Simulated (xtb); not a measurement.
Job for xtb: GFN1-xTB on AlN-, 2S+1 = 2, a spin state set in the input, which need not be the lowest, a point of a bond scan (R = 1.710 Å). Charge -1.

```
$ xtb mol.xyz --gfn 1 --sp --chrg -1 --uhf 1
2

N      0.00000000     0.00000000     0.00000000
Al     0.00000000     0.00000000     1.71028200
```

The head of its log:

```
[...]
           -------------------------------------------------
          |                Calculation Setup                |
           -------------------------------------------------



           -------------------------------------------------
          |                 G F N 1 - x T B                 |
           -------------------------------------------------

        Reference                      10.1021/acs.jctc.7b00118
      * Hamiltonian:
        H0-scaling (s, p, d)           1.850000    2.250000    2.000000
        zeta-weighting                 0.000000
      * Dispersion:
        s8                             2.400000
        a1                             0.630000
        a2                             5.000000
        s9                             0.000000
      * Repulsion:
        kExp                           1.500000
        rExp                           1.000000
      * Coulomb:
        alpha                          2.000000
        third order                    atomic
        anisotropic                    false
      * Halogen bond correction:
        rad-scale                      1.300000
        damping                        0.440000


          ...................................................
          :                      SETUP                      :
          :.................................................:
          :  # basis functions                  14          :
          :  # atomic orbitals                  13          :
          :  # shells                            5          :
          :  # electrons                         9          :
          :  # halogen bonds                     0          :
          :  max. iterations                   250          :
          :  Hamiltonian                  GFN1-xTB          :
          :  restarted?                      false          :
          :  GBSA solvation                  false          :
          :  PC potential                    false          :
          :  electronic temp.          300.0000000     K    :
          :  accuracy                    1.0000000          :
          :  -> integral cutoff          0.2500000E+02      :
          :  -> integral neglect         0.1000000E-07      :
          :  -> SCF convergence          0.1000000E-05 Eh   :
          :  -> wf. convergence          0.2000000E-04 e    :
          :  Broyden damping             0.4000000          :
          :  net charge                         -1          :
          :  unpaired electrons                  1          :
          ...................................................

 iter      E             dE          RMSdq      gap      omega  full diag
   1     -4.5582126 -0.455821E+01  0.724E+00    3.87       0.0  T
   2     -4.5818292 -0.236166E-01  0.500E+00    5.01       1.0  T
```

Q: What total energy does the run end on?

A: -4.5650 hartree.
